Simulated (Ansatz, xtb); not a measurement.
# Two isomers of C5H7FN+

Structure I: `C=C[N+]1=C[C@H](F)C1`, a singlet. Structure II: `CC#[N+]/C=C/CF`, a singlet. Both are isolated ions in the gas phase, relaxed with PBE-D3(BJ)/def2-SVP; each stands in its lowest conformer found.

Question: Estimate E(II) − E(I) at the level CCSD(T)/def2-SVP + ΔMP2/def2-TZVPP.

Answer: Calculated at CCSD(T)/def2-SVP + ΔMP2/def2-TZVPP: E(II) − E(I) = −48.0 kJ/mol, so structure II lies lower.

The same difference at several levels:

```json
{"level": "GFN2-xTB", "geometry": "GFN2-xTB", "E(II) − E(I) (kJ/mol)": "−51.2", "departure from the last row (kJ/mol)": "−3.2", "job, with rough time for the two": "optimisation, 0.16 s"}
{"level": "HF/STO-3G", "geometry": "GFN2-xTB", "E(II) − E(I) (kJ/mol)": "+14.9", "departure from the last row (kJ/mol)": "+62.9", "job, with rough time for the two": "single point, 0.32 s"}
{"level": "r2SCAN-D4/def2-SVP", "geometry": "GFN2-xTB", "E(II) − E(I) (kJ/mol)": "−58.7", "departure from the last row (kJ/mol)": "−10.7", "job, with rough time for the two": "single point, 3.6 s"}
{"level": "PBE-D3(BJ)/def2-SVP", "geometry": "PBE-D3(BJ)/def2-SVP", "E(II) − E(I) (kJ/mol)": "−52.7", "departure from the last row (kJ/mol)": "−4.7", "job, with rough time for the two": "optimisation, 19 s"}
{"level": "HF/def2-SVP", "geometry": "PBE-D3(BJ)/def2-SVP", "E(II) − E(I) (kJ/mol)": "−68.8", "departure from the last row (kJ/mol)": "−20.8", "job, with rough time for the two": "part of the CCSD(T) run"}
{"level": "MP2/def2-SVP", "geometry": "PBE-D3(BJ)/def2-SVP", "E(II) − E(I) (kJ/mol)": "−72.3", "departure from the last row (kJ/mol)": "−24.3", "job, with rough time for the two": "part of the CCSD(T) run"}
{"level": "CCSD(T)/def2-SVP", "geometry": "PBE-D3(BJ)/def2-SVP", "E(II) − E(I) (kJ/mol)": "−56.9", "departure from the last row (kJ/mol)": "−8.9", "job, with rough time for the two": "single point"}
{"level": "CCSD(T)/def2-SVP + ΔMP2/def2-TZVPP", "geometry": "PBE-D3(BJ)/def2-SVP", "E(II) − E(I) (kJ/mol)": "−48.0", "departure from the last row (kJ/mol)": "", "job, with rough time for the two": "single point, 67 s"}
```

As drawn, II has 1 C≡N in place of 1 C–N, 1 C=N. Structure I has a 4-membered ring, II no ring.

HF/STO-3G puts the two in the other order. The largest departure from CCSD(T)/def2-SVP + ΔMP2/def2-TZVPP is that of HF/STO-3G, 62.9 kJ/mol. A small imaginary or near-zero mode remains, so no thermal terms are given. The last row adds to CCSD(T) the change of the MP2 difference between the two basis sets, here +8.9 kJ/mol.

The correlated steps freeze 7 core orbitals. Programs: Ansatz 0.2.0, xtb 6.7.1; the last row on 4 threads of Arm Neoverse V1 on a shared host.
